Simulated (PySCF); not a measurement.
Species: C3H7FN2Si2.
Atom-mapped SMILES: `[F:1][c:2]1[cH:3][n:4][n:5]([SiH3:6])[c:7]1[SiH3:8]`

Geometry (GFN2-xTB, Å), atoms numbered from 1 in this order:
```xyz
15
C3H7FN2Si2 angstrom
F     -2.7937    1.0881    0.3366
C     -1.4522    1.0959    0.2936
C     -0.6155    2.1970    0.5176
N      0.6363    1.8182    0.3884
N      0.6309    0.5111    0.0871
Si     2.1932   -0.2700   -0.1222
C     -0.6365    0.0170    0.0182
Si    -1.1000   -1.7528   -0.3746
H     -0.8732    3.2083    0.7574
H      2.1561   -0.9422   -1.4220
H      2.3436   -1.2454    0.9593
H      3.1308    0.8375   -0.0489
H     -0.7119   -2.0379   -1.7595
H     -0.3698   -2.6308    0.5449
H     -2.5425   -1.8861   -0.1978
```

Probes without a nucleus sit at each ring's centroid and 1 Å off its mean plane on both sides; NICS is minus the shielding there, NICSzz its component along the normal. Level: GIAO PBE0/pcSseg-1 (PySCF, non-relativistic, gas phase) on the GFN2-xTB geometry, one conformer.

Ring bond lengths (Å), with Mayer bond orders in brackets: C2–C3 1.401 (1.32), C3–N4 1.314 (1.54), N4–N5 1.341 (1.19), N5–C7 1.362 (1.03), C7–C2 1.380 (1.40).

Give the NICS values of each ring in ppm.

| ring | type | NICS(0) | NICS(1), two faces | NICS(1)zz, two faces | rms pucker (Å) | centre to ring atoms, mean (Å) |
| --- | --- | --- | --- | --- | --- | --- |
| C2–C3–N4–N5–C7 | 5-membered ring with 2 N; formal bonds all aromatic | -13.6 | -11.7 / -11.7 | -29.4 / -29.3 | 0.00 | 1.16 |

What do they say, and how far can they be read as aromaticity?

- C2–C3–N4–N5–C7: mean NICS(1)zz -29.3 ppm, shielded, aromatic by this magnetic criterion (flat ring, no four-coordinate atom).

How equal are the bonds by HOMA? HOMA = 1 − mean of α(R − Ropt)² over the ring bonds, with Krygowski's 1993 parameters (CC: Ropt 1.388 Å, α 257.7 Å⁻²; CN: Ropt 1.334 Å, α 93.52 Å⁻²; NN: Ropt 1.309 Å, α 130.33 Å⁻²).

- C2–C3–N4–N5–C7: HOMA 0.94; the largest term is that of N4–N5, α(R − Ropt)² = 0.14. The geometric and the magnetic index point the same way.

What are the shieldings of the ring atoms and their hydrogens in the same run (means over atoms taken as equivalent)?

```tsv
atoms	environment	σ isotropic (ppm)
C2	aromatic C–F carbon	15.2
C3	aromatic CH next to a ring nitrogen	52.1
N4	pyridine-type nitrogen	-109.3
N5	pyrrole-type nitrogen	45.9
C7	substituted aromatic carbon	61.8
H9	aromatic hydrogen	24.00
```

The run took 53 s of wall time on one thread, Arm Neoverse N1 (aarch64), no GPU (shared host), and the process peaked at 0.83 GiB of memory. This is the whole shielding run at PBE0/pcSseg-1, SCF included.
